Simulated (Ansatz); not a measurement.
CH8GeSn (`[CH3][SnH2][GeH3]`). Total charge 0; spin multiplicity 1. Sn: def2 effective core potential.

Cartesian coordinates in Å:
```
C -0.334 -0.819 1.743
Sn 0.723 0.483 0.407
Ge -0.297 0.361 -1.980
H 0.105 -0.762 2.739
H -1.381 -0.523 1.798
H -0.273 -1.847 1.385
H 0.638 2.089 0.994
H 2.373 0.026 0.357
H -1.780 0.774 -1.956
H 0.442 1.291 -2.957
H -0.216 -1.074 -2.530
```

Problem. List the harmonic frequencies (cm⁻¹, unscaled) at PBE0-D4/def2-TZVP in Ansatz. (An estimate is asked.)

Solution. Ansatz gave: 61, 94, 97, 222, 289, 418, 420, 527, 536, 575, 714, 770, 796, 804, 884, 885, 1224, 1455, 1455, 1919, 1921, 2135, 2145, 2149, 3069, 3166, 3167.

Problem. Is this a minimum?

Solution. Yes, all 27 modes are real.

Problem. Give the ideal-gas thermochemistry at 298.15 K and 1 bar (rigid rotor, harmonic oscillator; point group Cs, symmetry number 1).

Solution. Zero-point energy 190.8 kJ/mol; H(298) − E = 213.6 kJ/mol; entropy 374.0 J/(mol·K), of which translation 175.6, rotation 116.0, vibration 82.4; G(298) − E = 102.1 kJ/mol. Modes under 100 cm⁻¹ are hindered rotations or soft bends, so the harmonic entropy is rough.
